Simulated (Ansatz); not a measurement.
Coupled-cluster diagnostics for the cluster Ga2Cl6, Ansatz.

Geometry of the singlet (PBE-D4/def2-SVP):

Cartesian coordinates in Å:
```
Ga 0.484 0.572 1.470
Ga -0.474 -0.573 -1.473
Cl -0.058 -1.559 0.627
Cl 0.969 -1.283 -2.886
Cl 2.559 0.619 1.996
Cl 0.199 1.533 -0.663
Cl -2.586 -0.551 -1.826
Cl -1.093 1.243 2.755
```

Correlated methods freeze 48 core orbitals; core or outer-core shells of Ga are correlated, in sets that lack core-valence functions. The structure comes from a short search, and lower isomers may exist.

Question: Estimate the CCSD(T) correlation energy, the shares of MP2 and (T), T1 and the reference's ⟨S²⟩ for: charge 0, singlet, own geometry in def2-SVP; and the rough time on 4 threads of Arm Neoverse V1 on a shared host.

Answer: 
```csv
state,basis,correlation (eV),MP2 share (%),(T) share (%),T1,⟨S²⟩ (pure),wall time
"charge 0, singlet, own geometry",def2-SVP,-34.924,94.0,2.6,0.010,0.00 (0.00),70 s
```
Customary marks for T1 are 0.02 (closed shells), 0.045 (open shells) and about 0.05 (3d metals). T1 stays under 0.02 throughout.
